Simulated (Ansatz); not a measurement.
Reaction (formal exchange of groups at the Se–C bond): `NC(F)[SeH]` + `C[O][GeH]([F])[F]` → `C[O][Ge]([F])([F])[SeH]` + `NCF`

Gas-phase electronic energies from Ansatz, PBE0-D4/def2-TZVP geometries. CCSD(T)/CBS adds triple-zeta CCSD(T) − MP2 to the extrapolated MP2 energy (def2 sets, frozen cores). Functionals use def2-TZVPP. B3LYP here is the variant with VWN-RPA as its local correlation; programs differ in this. For Ge, Se outer-core shells are correlated without core-valence functions, which leaves a few kJ/mol of doubt a bond. Scalar relativity is left out up to krypton. Each species was taken in one conformer, which may not be the lowest.

| level | ΔE (kJ/mol) | difference from CCSD(T)/CBS |
| --- | --- | --- |
| PBE-D4 | -109.8 | 4.4 |
| r2SCAN-D4 | -112.5 | 1.7 |
| B3LYP-D4 | -114.4 | -0.2 |
| ωB97X-V | -112.8 | 1.4 |
| ωB97M-V | -113.1 | 1.1 |
| B2PLYP | -114.7 | -0.5 |
| PBE | -109.1 | 5.1 |
| PBE0 | -113.6 | 0.6 |
| B3LYP | -113.2 | 1.0 |
| SCS-MP2/def2-TZVPP | -114.5 | -0.3 |
| CCSD/def2-TZVPP | -115.3 | -1.1 |
| CCSD(T)/def2-TZVPP | -113.8 | 0.4 |
| MP2/def2-QZVPP | -115.9 | -1.7 |
| SCS-MP2/def2-QZVPP | -114.2 | 0.0 |
| MP2/CBS(def2) | -116.4 | -2.2 |
| CCSD/CBS(def2) | -115.7 | -1.5 |
| CCSD(T)/CBS | -114.2 | 0 |

Largest T1 diagnostic among the species: 0.012.

In def2-TZVPP, CCSD(T) changes the Hartree–Fock value by +7.8 kJ/mol (the triples alone add +1.5 kJ/mol) and MP2 by +5.6 kJ/mol. From PBE to PBE0 (25 % exact exchange), in def2-TZVPP and without D4, ΔE moves by −4.6 kJ/mol.
